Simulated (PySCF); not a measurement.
Input of a run (PBE0-D3(BJ)/def2-SVP geometry optimisation, gas phase (PySCF 2.14.0)), started from GFN2-xTB:
```
{"job": {"xc": "PBE0", "basis": "def2-SVP", "d3": "d3bj", "grid": 1, "kind": "geom"}, "charge": 0, "multiplicity": 1}
C     -1.843217     1.053931    -0.083943
C     -0.817093    -0.030368     0.068909
C     -1.251293    -1.415134    -0.309810
C      0.388198     0.224842     0.519037
C      1.400850     1.168210     0.978722
C      1.720912    -0.324164     0.858794
C      2.566154    -0.756226    -0.196172
N      3.238438    -1.103244    -1.056093
H     -2.186118     1.098008    -1.116660
H     -2.706533     0.843122     0.546316
H     -1.432485     2.020977     0.192960
H     -1.586986    -1.429537    -1.345892
H     -0.435609    -2.124575    -0.198476
H     -2.085386    -1.731450     0.316085
H      1.854556     1.837701     0.259240
H      1.332992     1.578622     1.977480
H      1.835619    -0.898686     1.772872
```

Output (energies in Eh, forces in Eh/bohr):
```
step   0  E = -326.22289912  max force = 0.025827
step   1  E = -326.22536852  max force = 0.002419
step   2  E = -326.22539390  max force = 0.000672
step   3  E = -326.22539791  max force = 0.000541
step   4  E = -326.22540074  max force = 0.000404
optimisation converged
```

Q: Summarise the run.

A: The energy falls by 0.068 eV over 5 energy and gradient evaluations, the largest force component goes from 0.0258 to 4.0e-04 Eh/bohr, and the atoms move by 0.030 Å rms after alignment. The bond that changes most is C6–C7 (sp3 carbon next to a nitrile to nitrile carbon), which lengthens by 0.022 Å. Bonds longer at the end by more than 0.005 Å: 13 of 17; shorter: 2. The energy never rose by more than 1e-6 Eh on the way. The first step brought 99 % of the lowering.

Q: What are the final bond lengths?

A: C1–C2 1.498 Å, C2–C3 1.498 Å, C2=C4 1.329 Å, C4–C5 1.452 Å, C5–C6 1.543 Å, C6–C7 1.441 Å, C7≡N8 1.159 Å, C4–C6 1.475 Å, C1–H9 1.103 Å, C1–H10 1.103 Å, C1–H11 1.098 Å, C3–H12 1.103 Å, C3–H13 1.098 Å, C3–H14 1.103 Å, C5–H15 1.096 Å, C5–H16 1.096 Å, C6–H17 1.097 Å. Numbering counts from 1 in the input's order; the species is `CC(C)=C1C[C@@H]1C#N`.

The run used 157 basis functions and 36 SCF cycles in all. The run took 52 s on one thread, Arm Neoverse V1, no GPU, on a shared host.

Not checked by PBE0-D3(BJ)/def2-SVP frequencies.
